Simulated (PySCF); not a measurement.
**Xe²⁺ (xenon, charge +2) across methods**

[Kr] 4d10 5s1 5p5, high-spin 3P determinant (an excited configuration). Calculation: PySCF 2.14, in ANO-RCC-VTZP (7s6p4d2f1g, 68 functions); scalar relativity by spin-free X2C-1e.

```
   method  E (hartree)  mean ε 5s α (eV)  mean ε 5p α (eV)  mean ε 5p β (eV)  Σ⟨r²⟩ (bohr²)   ⟨S²⟩
    B3LYP     -7444.60           -42.699           -29.083           -27.203          44.02  2.003
CAM-B3LYP     -7444.92           -44.888           -30.791           -28.711          44.03  2.002
      PBE     -7444.11           -40.743           -27.956           -26.363          43.91  2.003
      LDA     -7437.81           -40.931           -28.064           -26.608          43.84  2.002
      UHF  -7441.54587           -49.778           -33.167           -28.900          44.54  2.010
  wB97X-V     -7444.23           -46.048           -31.823           -29.711          43.96  2.003
     PBE0     -7444.17           -43.261           -29.495           -27.328          43.94  2.004
   r2SCAN     -7444.53           -41.745           -28.508           -26.477          43.96  2.006
```
